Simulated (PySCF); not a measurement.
# How methods differ on the ionisation energy of Zn⁺

Zn⁺ [Ar] 3d10 4s1 (2S) → Zn²⁺ [Ar] 3d10 (1S), as a difference of total energies. All numbers are calculated (PySCF 2.14, the spin-free X2C one-electron Hamiltonian (Gaussian nucleus), in aug-cc-pVDZ-DK (7s6p4d2f, 59 functions)). Correlated levels: valence: [Ar] frozen. The calculations carry no spin-orbit coupling.

Q: Order these methods by the ionisation energy they give, lowest first.
A. PBE0
B. LDA
C. B2PLYP
D. SCS-MP2 (valence)

A: D (17.674 eV), C (18.277 eV), A (18.316 eV), B (19.026 eV).

Errors of the correlated levels include the incompleteness of this basis and the frozen core.

For comparison: 17.964 eV (measured; NIST Atomic Spectra Database, ionization energies).
